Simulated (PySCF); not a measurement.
Record of a relaxation.

Compound: C2H9BN2.
Atom-mapped SMILES: `[CH3:1][NH:2][BH:3][NH:4][CH3:5]` (hydrogens: H6, H7, H8 on C1; H9 on N2; H10 on B3; H11 on N4; H12, H13, H14 on C5)

Method: PBE0-D3(BJ)/def2-SVP geometry optimisation, gas phase (PySCF); density fitting, grid level 1; the optimiser is geomeTRIC in internal coordinates, started from a GFN2-xTB structure with every atom displaced at random (about 0.01 Å). 6 of its 12 geometries are shown. The frame can shift and turn from step to step; on so coarse a grid that alone can change the energy by a few meV, and forces under 0.02 eV/Å are noise.

Step 0: E = -5867.6887 eV, largest atomic force 2.213 eV/Å
```
atom  x, y, z in Å  |  force x, y, z in eV/Å
C1     -2.410   -0.133    0.754   -0.460   1.379  -0.545
N2     -1.251   -0.329   -0.043   -0.124   0.204   0.714
B3      0.028    0.150    0.212    1.628  -0.232  -0.716
N4      1.132   -0.149   -0.661   -2.162  -0.280   0.381
C5      2.473    0.250   -0.548    0.252   0.175   0.586
H6     -2.858   -1.050    1.102   -0.325  -0.804   0.373
H7     -2.164    0.498    1.615    0.008  -0.030   0.174
H8     -3.189    0.420    0.171    0.099  -0.220   0.352
H9     -1.425   -0.880   -0.841   -0.127  -0.776  -1.187
H10     0.248    0.801    1.184    0.021   0.340   0.456
H11     0.922   -0.715   -1.470    0.073  -0.113  -0.204
H12     3.151   -0.607   -0.461    0.372  -0.105   0.033
H13     2.562    0.865    0.354    0.264   0.064   0.141
H14     2.774    0.863   -1.390    0.482   0.398  -0.557
```

Step 2: E = -5867.7742 eV, largest atomic force 0.706 eV/Å
```
atom  x, y, z in Å  |  force x, y, z in eV/Å
C1     -2.336   -0.396    0.978   -0.070  -0.003   0.050
N2     -1.271   -0.502    0.022    0.343  -0.026  -0.417
B3      0.002    0.108    0.129    0.312   0.300   0.546
N4      1.030    0.120   -0.846   -0.237  -0.551  -0.371
C5      2.403    0.538   -0.723   -0.211   0.146   0.234
H6     -2.691   -1.381    1.337    0.041   0.016  -0.028
H7     -1.982    0.164    1.856    0.009  -0.008  -0.014
H8     -3.216    0.142    0.579    0.007  -0.003   0.009
H9     -1.507   -1.024   -0.815   -0.068   0.011   0.005
H10     0.239    0.671    1.178    0.010   0.106   0.053
H11     0.877   -0.412   -1.694   -0.083   0.015  -0.112
H12     3.114   -0.304   -0.625   -0.053  -0.019   0.001
H13     2.513    1.163    0.175    0.030   0.014   0.032
H14     2.729    1.143   -1.587   -0.030   0.003   0.012
```

Step 4: E = -5867.8144 eV, largest atomic force 0.166 eV/Å
```
atom  x, y, z in Å  |  force x, y, z in eV/Å
C1     -2.328   -0.401    0.968    0.072   0.029   0.046
N2     -1.237   -0.472    0.035   -0.056  -0.038  -0.090
B3      0.035    0.131    0.163   -0.076   0.068   0.048
N4      1.013    0.087   -0.858    0.039  -0.134   0.090
C5      2.374    0.528   -0.722   -0.012   0.035  -0.040
H6     -2.676   -1.399    1.290    0.008  -0.004  -0.001
H7     -2.001    0.139    1.868   -0.004   0.005   0.015
H8     -3.206    0.138    0.564    0.014  -0.001  -0.011
H9     -1.460   -0.979   -0.812    0.004  -0.006  -0.038
H10     0.295    0.724    1.190    0.000   0.006   0.000
H11     0.832   -0.449   -1.699    0.004   0.044  -0.009
H12     3.092   -0.307   -0.609    0.009   0.001  -0.009
H13     2.466    1.159    0.173   -0.003  -0.012  -0.001
H14     2.705    1.132   -1.586    0.002   0.007   0.000
```

Step 7: E = -5867.8220 eV, largest atomic force 0.028 eV/Å
```
atom  x, y, z in Å  |  force x, y, z in eV/Å
C1     -2.326   -0.396    0.966    0.008   0.015  -0.004
N2     -1.249   -0.464    0.018   -0.015   0.012  -0.005
B3      0.031    0.117    0.169    0.019  -0.009  -0.001
N4      1.036    0.023   -0.820   -0.012  -0.012  -0.021
C5      2.375    0.533   -0.723    0.002   0.022   0.015
H6     -2.677   -1.396    1.282    0.003  -0.001   0.002
H7     -1.983    0.130    1.868   -0.006   0.003   0.001
H8     -3.204    0.153    0.579   -0.003  -0.005   0.007
H9     -1.479   -0.960   -0.835    0.011  -0.009  -0.001
H10     0.278    0.722    1.193    0.000  -0.006  -0.002
H11     0.851   -0.487   -1.676   -0.004  -0.013   0.009
H12     3.139   -0.264   -0.644   -0.008  -0.003  -0.010
H13     2.463    1.158    0.177    0.005  -0.006   0.005
H14     2.648    1.163   -1.589    0.000   0.013   0.005
```

Step 9: E = -5867.8233 eV, largest atomic force 0.031 eV/Å
```
atom  x, y, z in Å  |  force x, y, z in eV/Å
C1     -2.326   -0.390    0.966   -0.008  -0.006   0.006
N2     -1.248   -0.471    0.019    0.015   0.002  -0.013
B3      0.035    0.101    0.170   -0.008  -0.004   0.018
N4      1.042    0.003   -0.817    0.001   0.024  -0.019
C5      2.372    0.541   -0.725    0.000  -0.009   0.003
H6     -2.672   -1.385    1.303    0.005   0.001   0.001
H7     -1.986    0.157    1.857    0.000   0.001  -0.001
H8     -3.207    0.146    0.567    0.002  -0.002  -0.001
H9     -1.475   -0.983   -0.826   -0.004   0.004  -0.001
H10     0.284    0.703    1.195    0.001   0.006  -0.004
H11     0.855   -0.491   -1.681    0.002  -0.018   0.010
H12     3.152   -0.242   -0.690   -0.002   0.001  -0.007
H13     2.463    1.133    0.197    0.000  -0.007   0.004
H14     2.616    1.209   -1.570   -0.002   0.008   0.004
```

Step 11: E = -5867.8243 eV, largest atomic force under 0.02 eV/Å
```
atom  x, y, z in Å  |  force x, y, z in eV/Å
C1     -2.323   -0.399    0.969    0.006   0.003   0.004
N2     -1.246   -0.472    0.022   -0.012   0.000   0.006
B3      0.033    0.110    0.171    0.014  -0.007  -0.006
N4      1.040    0.010   -0.817    0.002   0.012  -0.005
C5      2.370    0.546   -0.730   -0.016  -0.001   0.007
H6     -2.646   -1.394    1.327    0.000  -0.003   0.001
H7     -1.996    0.174    1.848    0.000  -0.001   0.000
H8     -3.217    0.109    0.561   -0.001  -0.002  -0.001
H9     -1.465   -0.998   -0.816   -0.003   0.006  -0.007
H10     0.279    0.722    1.190   -0.002   0.002   0.001
H11     0.849   -0.489   -1.678    0.006  -0.011   0.001
H12     3.149   -0.238   -0.749    0.001   0.001  -0.003
H13     2.480    1.093    0.217    0.004   0.001   0.002
H14     2.597    1.255   -1.548    0.000   0.002   0.000
```

**Question.** Summarise the path.

**Answer.** The energy falls by 0.1355 eV from step 0 to step 11; nine tenths of that is first reached at step 4. It falls at every step. The largest force goes from 2.213 to under 0.02 eV/Å. Among the bonds N4–C5 changes most, from 1.403 to 1.437 Å; the atoms move by 0.055 Å rms after alignment.

**Question.** Follow the three bonds and two angles with the largest change from start to end.

**Answer.** 
| step | E above end (eV) | largest force (eV/Å) | N4–C5 (Å) | N2–H9 (Å) | C1–H6 (Å) | B3–N4–H11 (°) | N2–C1–H8 (°) |
| --- | --- | --- | --- | --- | --- | --- | --- |
| 0 | 0.1355 | 2.213 | 1.403 | 0.985 | 1.078 | 116.3 | 110.1 |
| 1 | 0.0507 | 0.810 | 1.441 | 1.019 | 1.111 | 120.1 | 113.0 |
| 2 | 0.0501 | 0.706 | 1.440 | 1.014 | 1.106 | 117.5 | 112.7 |
| 3 | 0.0136 | 0.230 | 1.438 | 1.013 | 1.105 | 119.0 | 112.7 |
| 4 | 0.0099 | 0.166 | 1.437 | 1.013 | 1.105 | 119.5 | 112.9 |
| 5 | 0.0059 | 0.122 | 1.437 | 1.014 | 1.105 | 119.4 | 113.0 |
| 6 | 0.0037 | 0.060 | 1.436 | 1.013 | 1.105 | 119.6 | 112.8 |
| 7 | 0.0023 | 0.028 | 1.436 | 1.013 | 1.105 | 119.6 | 112.8 |
| 8 | 0.0014 | 0.045 | 1.436 | 1.014 | 1.106 | 120.0 | 112.8 |
| 9 | 0.0009 | 0.031 | 1.437 | 1.013 | 1.106 | 119.8 | 112.8 |
| 10 | 0.0004 | 0.025 | 1.437 | 1.013 | 1.106 | 119.7 | 112.8 |
| 11 | 0.0000 | under 0.02 | 1.437 | 1.013 | 1.106 | 119.7 | 112.8 |

The cost below is that of the whole optimisation. On one thread of an Arm Neoverse V2, on a shared host, this took 46 s of wall time and 0.47 GiB of memory at its peak.
